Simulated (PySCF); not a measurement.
Relaxation of triplet HCoO₂

Computed with PySCF, UPBE0, basis Co def2-TZVP, O def2-TZVP, H def2-TZVP (no relativity, density fitting). A (50,194) grid was used.

A start displaced from a saddle point along its imaginary mode, of Cs symmetry, held to at least that symmetry:

```xyz
4
charge 0 multiplicity 3, angstrom
Co    0.1607    0.0000   -0.0080
O    -0.3479    1.4877    0.0110
O    -0.3479   -1.4877    0.0110
H     1.6426    0.0000    0.1200
```

(1) What does it relax to?

(2) How much energy is released, and in how many steps?

## Answers

(1) It ends at Cs with Co–H 1.459 Å, Co–O 1.560 Å (×2); H–Co–O 102.6° (×2), O–Co–O 129.6° (after a last refinement on a finer grid). A frequency run shows a minimum. Other isomers or separated fragments may lie lower.

(2) 17.4 kJ/mol in 8 steps.

Other spin states or occupations of the open shell can lie lower.
